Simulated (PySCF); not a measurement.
3,3-difluoro-2-methylprop-1-ene (C4H6F2), SMILES C=C(C)C(F)F. Atoms are numbered in the order given.

```xyz
12

C      1.6320     0.7365    -0.2644
C      0.3245     0.6745    -0.0066
C     -0.6166     1.8346    -0.0824
C     -0.3090    -0.6254     0.4050
F     -1.3578    -0.9053    -0.4114
F      0.5544    -1.6579     0.3339
H      2.1037     1.6795    -0.5527
H      2.2626    -0.1519    -0.1961
H     -1.3972     1.6479    -0.8365
H     -0.0873     2.7603    -0.3440
H     -1.1344     1.9921     0.8789
H     -0.7021    -0.5807     1.4389
```

The structure is a stationary point at PBE0-D3(BJ)/def2-SVP. Other conformers were not sampled.

Method: PBE/pcSseg-1 (PySCF).

GIAO shieldings, no solvent; atoms listed in one row are averaged. δ = σ(ref) − σ: ¹³C against TMS (σ = 182.0 ppm); ¹⁹F against CFCl3 (σ = 133.6 ppm); ¹H against TMS (σ = 31.49 ppm), references at their B3LYP-D3(BJ)/def2-TZVP geometries, non-relativistic.

Q: Estimate the chemical shifts. (The exact figures need the calculation; the answer reports its results.)

A: 
```csv
nucleus,atoms,count,δ (ppm)
¹³C,C2,1,149.9
¹³C,C4,1,123.9
¹³C,C1,1,120.9
¹³C,C3,1,22.6
¹⁹F,F5,1,-161.5
¹⁹F,F6,1,-174.2
¹H,H12,1,6.43
¹H,H8,1,5.95
¹H,H7,1,5.62
¹H,"H9, H10, H11",3,2.17
```
